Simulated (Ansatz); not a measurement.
Input file for Ansatz (a quantum-chemistry and plane-wave program): R-CCSD(T)/aug-cc-pV(D+d)Z on CH7NS (a complex), monomers drawn apart or pushed together. Files ending in .json are basis or fitting sets from the Basis Set Exchange.

Ansatz 0.2 input:
```yaml
crystal:
  periodic: [false, false, false]
  atoms:
    - {symbol: S, position_ang: [0.29857264, 0.13114982, -0.13144644]}
    - {symbol: H, position_ang: [0.51332135, 0.25786417, 1.20852788]}
    - {symbol: H, position_ang: [0.57665370, -1.18196172, -0.12453179]}
    - {symbol: C, position_ang: [-0.87446628, -0.41378928, 5.28701683]}
    - {symbol: N, position_ang: [0.33117912, 0.33624095, 4.92760975]}
    - {symbol: H, position_ang: [-0.76289103, -1.44751331, 4.95810473]}
    - {symbol: H, position_ang: [-1.72705291, 0.00506211, 4.75188910]}
    - {symbol: H, position_ang: [-1.10581373, -0.41765657, 6.35866220]}
    - {symbol: H, position_ang: [1.15176722, -0.04869712, 5.37958822]}
    - {symbol: H, position_ang: [0.25763565, 1.30496654, 5.21457216]}
basis:
  gaussian:
    orbitals: aug-cc-pV_D+d_Z.json
magnetization: {spin_polarized: false}
correlation: {method: ccsd_t, electrons: outside_noble_gas}
scf: {lower_state_search: off}
```

It printed:

```
WARN ansatz: RAYON_NUM_THREADS=2 ignored (pool sized by the plan → 2); use --threads N
Functional definition: HF
these checks for a lower state are left out or cut short: stability, starts, cluster_reference, orbital_swaps, neighbouring_geometries, increment
integrals: 0.34 GiB planned
1366 factors; integrals over basis functions are off by at most 1.0e-3 eV
mean field: 0.47 GiB planned
mean field evaluation 1: about -13437.5925 eV, gradient 3.4e1 eV
mean field evaluation 2: about -13437.6744 eV, gradient 3.4e1 eV
mean field evaluation 4: about -13440.5872 eV, gradient 3.2e0 eV
mean field evaluation 8: about -13440.6317 eV, gradient 2.3e-1 eV
mean field -13440.63204250 eV, -493.9341171743 hartree, gradient 3.2e-6 eV, S^2 0.000000; 0 other end points of the search recorded, 0 dependent functions left out
7 core orbitals not correlated
reference -13440.63204250 eV, -493.9341171743 hartree; 11, 11 occupied and 123, 123 virtual orbitals, 1366 factors
second order -13.60595247 eV of doubles, -0.00000000 eV of singles
coupled cluster: 0.95 GiB planned
cycle   1  -14.60023443 eV  change   -9.9e-1 eV  update   7.8e-2
cycle   2  -15.00184144 eV  change   -4.0e-1 eV  update   2.4e-2
cycle   3  -15.05426006 eV  change   -5.2e-2 eV  update   8.5e-3
cycle   4  -15.05321649 eV  change    1.0e-3 eV  update   2.2e-3
cycle   5  -15.05291518 eV  change    3.0e-4 eV  update   7.9e-4
cycle   6  -15.05278031 eV  change    1.3e-4 eV  update   2.7e-4
cycle   7  -15.05269575 eV  change    8.5e-5 eV  update   1.0e-4
cycle   8  -15.05270148 eV  change   -5.7e-6 eV  update   3.8e-5
cycle   9  -15.05270293 eV  change   -1.4e-6 eV  update   1.3e-5
perturbative correction -0.43430648 eV, -0.0159604686 hartree
Total energy: -13456.11905190 eV, -494.5032542723 hartree
Checks for a lower state left out: stability, starts, cluster_reference, orbital_swaps, neighbouring_geometries, increment
```

The run converged.

Cost: about 25 core-seconds (a rough figure).
